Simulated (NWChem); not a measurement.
The numbers come from NWChem runs, not from measurements. System: HBrSi, charge 1, spin multiplicity 2, at the geometry of a parent with another charge or spin, in a state set for the comparison that need not be this species' ground state. Its SCF solution wasn't tested for a lower state. Level: UPBE0/def2-SVPD.

Job file:

```
start mol
memory heap 200 mb stack 900 mb global 1100 mb
charge 1
geometry units angstroms nocenter noautoz
  Si    -1.083236     1.160346     0.000000
  H     -0.006210     2.278381     0.000000
  Br     0.433472    -0.529235     0.000000
  symmetry group Cs
end
basis spherical
  * library def2-svpd
end
dft
  xc pbe0
  odft
  mult 2
  semidirect memsize 60000000 filesize 0
  iterations 100
end
task dft energy
```

NWChem printed:

```
             Northwest Computational Chemistry Package (NWChem) 7.3.0
             --------------------------------------------------------

                                NWChem Input Module
                                -------------------

 Scaling coordinates for geometry "geometry" by  1.889725989
 (inverse scale =  0.529177249)

 Turning off AUTOSYM since
 SYMMETRY directive was detected!

                             Geometry "geometry" -> ""
                             -------------------------

 Output coordinates in angstroms (scale by  1.889725989 to convert to a.u.)

  No.       Tag          Charge          X              Y              Z
 ---- ---------------- ---------- -------------- -------------- --------------
    1 Si                  14.0000    -1.08323600     1.16034600     0.00000000
    2 H                    1.0000    -0.00621000     2.27838100     0.00000000
    3 Br                  35.0000     0.43347200    -0.52923500     0.00000000

 Effective nuclear repulsion energy (a.u.)     125.4930281876

            Nuclear Dipole moment (a.u.)
            ----------------------------
        X                 Y               Z
 ---------------- ---------------- ----------------
     0.0000113384     0.0000000000     0.0000000000

      Symmetry information
      --------------------

 Group name             Cs
 Group number              2
 Group order               2
 No. of unique centers     3

      Symmetry unique atoms

     1    2    3


 Summary of "ao basis" -> "" (spherical)
 ------------------------------------------------------------------------------
       Tag                 Description            Shells   Functions and Types
 ---------------- ------------------------------  ------  ---------------------
 *                         def2-svpd                  on all atoms

                                 NWChem DFT Module
                                 -----------------

 Summary of "ao basis" -> "ao basis" (spherical)
 ------------------------------------------------------------------------------
       Tag                 Description            Shells   Functions and Types
 ---------------- ------------------------------  ------  ---------------------
 Si                        def2-svpd                10       24   5s3p2d
 H                         def2-svpd                 4        8   2s2p
 Br                        def2-svpd                15       41   6s5p4d

 Summary of "ao basis" -> "ao basis" (spherical)
 ------------------------------------------------------------------------------
       Tag                 Description            Shells   Functions and Types
 ---------------- ------------------------------  ------  ---------------------
 Si                        def2-svpd                10       24   5s3p2d
 H                         def2-svpd                 4        8   2s2p
 Br                        def2-svpd                15       41   6s5p4d

      Symmetry analysis of basis
      --------------------------

        a'         51
        a"         22

            General Information
            -------------------
          SCF calculation type: DFT
          Wavefunction type:  spin polarized.
          No. of atoms     :     3
          No. of electrons :    49
           Alpha electrons :    25
            Beta electrons :    24
          Charge           :     1
          Spin multiplicity:     2
          Use of symmetry is: on ; symmetry adaption is: on
          Maximum number of iterations: 100
[...]
              MO Center=  2.6D-01, -3.3D-01, -6.2D-15, r^2= 1.7D+00
   Bfn.  Coefficient  Atom+Function         Bfn.  Coefficient  Atom+Function
  ----- ------------  ---------------      ----- ------------  ---------------
    47      0.529186  3 Br pz                50      0.529960  3 Br pz
    44     -0.343039  3 Br pz                11      0.138284  1 Si pz
    14      0.116826  1 Si pz                41      0.111297  3 Br pz
     8     -0.070320  1 Si pz                18     -0.038088  1 Si d  1
    16     -0.036179  1 Si d -1              65      0.028062  3 Br d -1

 Vector   24  Occ=1.000000D+00  E=-5.521122D-01  Symmetry=a'
              MO Center=  3.6D-02, -1.8D-01,  2.0D-15, r^2= 2.3D+00
   Bfn.  Coefficient  Atom+Function         Bfn.  Coefficient  Atom+Function
  ----- ------------  ---------------      ----- ------------  ---------------
    49      0.450569  3 Br py                46      0.444616  3 Br py
    43     -0.287295  3 Br py                 3     -0.257277  1 Si s
    45      0.234762  3 Br px                48      0.235292  3 Br px
     4     -0.165197  1 Si s                 42     -0.154036  3 Br px
     9      0.152498  1 Si px                 2     -0.137932  1 Si s

 Vector   25  Occ=0.000000D+00  E=-4.221620D-01  Symmetry=a'
              MO Center= -7.7D-01,  8.4D-01,  3.5D-15, r^2= 3.3D+00
   Bfn.  Coefficient  Atom+Function         Bfn.  Coefficient  Atom+Function
  ----- ------------  ---------------      ----- ------------  ---------------
     3      0.423746  1 Si s                  4      0.350181  1 Si s
    48      0.350817  3 Br px                45      0.309489  3 Br px
     9     -0.293617  1 Si px                25     -0.266057  2 H  s
    12     -0.260814  1 Si px                 2      0.225714  1 Si s
    26     -0.203513  2 H  s                 42     -0.198845  3 Br px

 Vector   26  Occ=0.000000D+00  E=-3.475585D-01  Symmetry=a"
              MO Center= -8.7D-01,  1.0D+00,  4.7D-16, r^2= 2.8D+00
   Bfn.  Coefficient  Atom+Function         Bfn.  Coefficient  Atom+Function
  ----- ------------  ---------------      ----- ------------  ---------------
    14      0.611897  1 Si pz                11      0.483746  1 Si pz
    50     -0.259017  3 Br pz                 8     -0.234329  1 Si pz
    47     -0.213290  3 Br pz                44      0.133897  3 Br pz
    41     -0.043239  3 Br pz                65      0.035342  3 Br d -1
    67      0.030614  3 Br d  1              53     -0.025301  3 Br pz

 Vector   27  Occ=0.000000D+00  E=-2.410821D-01  Symmetry=a'
              MO Center= -8.0D-01,  9.3D-01, -2.2D-15, r^2= 4.2D+00
   Bfn.  Coefficient  Atom+Function         Bfn.  Coefficient  Atom+Function
  ----- ------------  ---------------      ----- ------------  ---------------
    13      0.603711  1 Si py                10      0.356296  1 Si py
    12     -0.346508  1 Si px                37      0.334916  3 Br s
    49      0.328268  3 Br py                48     -0.318558  3 Br px
    36      0.260213  3 Br s                  4     -0.225318  1 Si s
    38     -0.225368  3 Br s                  9     -0.216970  1 Si px

   alpha - beta orbital overlaps
   -----------------------------

   alpha      1      2      3      4      5      6      7      8      9     10
    beta      1      2      3      4      6      5      7      8     10      9
 overlap   1.000  1.000  1.000  0.929  0.929  1.000  1.000  0.976  0.976  1.000

   alpha     11     12     13     14     15     16     17     18     19     20
    beta     11     12     14     13     15     17     16     19     18     20
 overlap   1.000  1.000  0.761  0.761  0.973  0.964  0.990  0.987  0.990  1.000

   alpha     21     22     23     24     25     26     27     28     29     30
    beta     21     22     24     23     25     26     27     28     29     30
 overlap   0.995  0.968  0.908  1.000  0.936  0.998  0.992  0.979  0.985  0.983

   alpha     31     32     33     34     35     36     37     38     39     40
    beta     31     32     33     35     35     36     37     38     39     40
 overlap   0.923  0.954  0.909  0.648  0.742  0.959  0.988  0.989  0.994  0.999

   alpha     41     42     43     44     45     46     47     48     49     50
    beta     41     42     43     44     45     46     47     48     49     52
 overlap   0.996  0.997  0.983  0.983  0.999  0.997  0.995  0.998  0.959  0.916

   alpha     51     52     53     54     55     56     57     58     59     60
    beta     50     51     53     54     55     56     57     58     59     60
 overlap   0.918  0.888  0.923  0.980  0.978  0.994  0.987  0.996  0.987  0.994

   alpha     61     62     63     64     65     66     67     68     69     70
    beta     61     62     63     64     65     66     67     68     69     70
 overlap   1.000  0.998  0.997  0.996  1.000  1.000  1.000  1.000  0.987  0.994

   alpha     71     72     73
    beta     71     72     73
 overlap   0.987  0.994  1.000

     --------------------------
     Expectation value of S2:
     --------------------------
      <S2> =      0.7590 (Exact =     0.7500)

 center of mass
 --------------
 x =   0.07513160 y =  -0.13076060 z =   0.00000000

 moments of inertia (a.u.)
 ------------------
         231.270064783611         190.027742849375           0.000000000000
         190.027742849375         170.240435091419           0.000000000000
           0.000000000000           0.000000000000         401.510499875030

     Multipole analysis of the density
     ---------------------------------

     L   x y z        total         alpha         beta         nuclear
     -   - - -        -----         -----         ----         -------
     0   0 0 0      1.000000    -25.000000    -24.000000     50.000000

     1   1 0 0     -1.339543      0.115949     -1.455503      0.000011
     1   0 1 0      1.723086      0.003822      1.719264      0.000000
     1   0 0 1     -0.000000     -0.000000     -0.000000      0.000000

     2   2 0 0    -15.876241    -53.161347    -44.863911     82.149017
     2   1 1 0     -5.092153     45.214672     41.256863    -91.563689
     2   1 0 1     -0.000000     -0.000000      0.000000      0.000000
     2   0 2 0    -14.104785    -71.246946    -63.716221    120.858382
     2   0 1 1      0.000000      0.000000     -0.000000      0.000000
     2   0 0 2    -20.074443    -10.598768     -9.475674      0.000000

 Task  times  cpu:        4.0s     wall:        4.0s

 Total times  cpu:        4.1s     wall:        4.1s
```
